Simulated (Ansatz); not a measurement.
# Which method gave which barrier?

Saddle point of SiHCl4, doublet (SiCl₄ ([Cl][Si]([Cl])([Cl])[Cl]) + H → SiCl₃ ([Cl][Si]([Cl])[Cl]) + HCl; bonds formed: Cl1–H6; bonds broken: Cl1–Si2), PBE0-D4/def2-TZVP structure:

Cl1  (-0.685, 0.140, 1.438)
Si2  (0.292, -0.058, -0.610)
Cl3  (1.527, -1.670, -0.605)
Cl4  (-1.153, -0.304, -2.015)
Cl5  (1.358, 1.624, -1.006)
H6  (-1.339, 0.268, 2.798)
(Å)

Ansatz 0.2.0; basis: def2-TZVPP, with def2-QZVPP for the basis limit; cores frozen in the correlated methods; orbitals are unrestricted. B3LYP uses VWN-RPA correlation. Extrapolation: Hartree–Fock as exp(−7.88 √X), correlation as X^−2.97. Four methods, as single points on the PBE0-D4 structures, gave these electronic barriers from the start structure: 40.6, 54.1, 80.9, 150.0 kJ/mol.

Problem. The methods were, in alphabetical order, B3LYP-D4, BHLYP-D4, HF, PBE-D4. Which gave which? (Judge from chemistry; the calculation decides.)

Solution. By the calculation: PBE-D4 40.6; B3LYP-D4 54.1; BHLYP-D4 80.9; HF 150.0 kJ/mol. For comparison, CCSD(T) at an estimated basis limit (MP2 extrapolated from triple and quadruple zeta, plus CCSD(T) − MP2 in triple zeta) gives 84.2 kJ/mol.

T1 diagnostic: at most 0.014. ⟨S²⟩ of the unrestricted Hartree–Fock references: 0.75 to 0.80 (a pure state has 0.75). The unrestricted reference is spin-contaminated, which hurts MP2 most.

Radical steps of this kind take place in plasma deposition and etching.

Labels in which every atom is bracketed show which atoms are joined, not bond orders.

For scale, one of the runs: CCSD(T)/def2-TZVPP, 224 basis functions, launched by `ansatz run in.yaml --threads 8 --pin off --events-out ev --progress --plain --max-ram 19148MiB`. The run took 3.5 min on 8 CPU threads of an Arm Neoverse V2 (shared host), with 8.4 GiB of host memory at its peak.
